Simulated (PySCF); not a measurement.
fluoroethane (C2H5F), singlet, geometry from GFN2-xTB. Base run: B3LYP/6-31G, TDDFT run with PySCF.

The PySCF input:
```python
from pyscf import gto, scf, dft, tdscf

mol = gto.Mole()
mol.atom = '''
    C     1.183258   -0.137961    0.246484
    C    -0.310337   -0.401227    0.219799
    F    -0.954788    0.576746   -0.501552
    H     1.678522   -0.916968    0.818683
    H     1.580896   -0.131135   -0.765330
    H     1.385890    0.826004    0.706529
    H    -0.743833   -0.381014    1.225134
    H    -0.545911   -1.352469   -0.268740
'''
mol.basis = '6-31g'
mol.charge = 0
mol.spin = 0
mol.verbose = 3
mol.build()

mf = dft.RKS(mol)
mf.xc = 'b3lyp'
mf.kernel()
td = mf.TDDFT()
td.nstates = 5
td.kernel()
td.analyze()
```

The base run was repeated with changes; each row names its change, and settings that it needs were set with it.

```csv
change,first excitation (eV),oscillator strength of the first,second (eV),core-seconds (rough)
base,10.23,0.030,10.34,50
functional = lc_wpbe,10.77,0.028,10.90,70
functional = hf,12.18,0.037,12.29,2
states = triplets; response = Tamm-Dancoff,9.62,-,9.79,20
functional = bhandhlyp,11.14,0.033,11.25,50
functional = pbe0,10.46,0.032,10.61,50
functional = camb3lyp,10.58,0.034,10.69,70
functional = pbe,9.34,0.016,9.50,30
functional = wb97x,10.72,0.032,10.86,70
basis = 6-31G*,10.29,0.027,10.39,60
```

An iterative solver can miss low states, so a row lists the states that it found.
